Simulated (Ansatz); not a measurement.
Total energies of AsH2(iPr) (C₃H₉As) from Ansatz at PBE0-D4/def2-TZVP, gas phase (1 Eh = 27.2114 eV = 2625.5 kJ/mol). The reference geometry is relaxed at r2SCAN-D4/def2-SVP.

Cartesian coordinates in Å:
```
As 1.5078 -0.3702 -1.1627
H 2.5893 0.4733 -0.4918
H 2.0446 -1.6494 -0.5247
C 0.1205 -0.0363 0.2476
C -1.0110 -1.0477 0.0906
C -0.3763 1.4019 0.1352
H 0.6073 -0.1801 1.2267
H -0.6566 -2.0853 0.1981
H -1.4937 -0.9573 -0.8977
H -1.7898 -0.8807 0.8550
H -1.1482 1.6068 0.8974
H 0.4356 2.1326 0.2793
H -0.8294 1.5924 -0.8529
```

| state | geometry | energy (Eh) |
| --- | --- | --- |
| charge 0 singlet | reference | -2355.22940 |
| charge 1 doublet | reference | -2354.89093 |
| charge 1 doublet | relaxed at r2SCAN-D4/def2-SVP | -2354.91384 |
| free As atom (quartet) | – | -2235.53903 |
| free H atom (doublet) | – | -0.50104 |
| free C atom (triplet) | – | -37.80537 |

Task: Work out the vertical ionisation energy to the doublet.

Result: E(charge 1 doublet) − E(charge 0 singlet) = -2354.89093 − (-2355.22940) = 0.33847 Eh = 9.21 eV. For comparison, −ε of the highest occupied level is 7.08 eV at this level, 2.13 eV less.

Task: How much does the charge 1 doublet relax, and what is the adiabatic ionisation energy?

Result: Relaxation: -2354.89093 − (-2354.91384) = 0.02291 Eh = 0.62 eV. Adiabatic ionisation energy: 0.31556 Eh = 8.59 eV, without zero-point energy. 

Task: What is the binding energy per atom against free atoms?

Result: Atoms: 1 × (-2235.53903) + 9 × (-0.50104) + 3 × (-37.80537) = -2353.46450 Eh. Binding: -2353.46450 − (-2355.22940) = 1.76490 Eh = 48.03 eV, or 3.69 eV for each of 13 atoms (no zero-point energy, no counterpoise term).
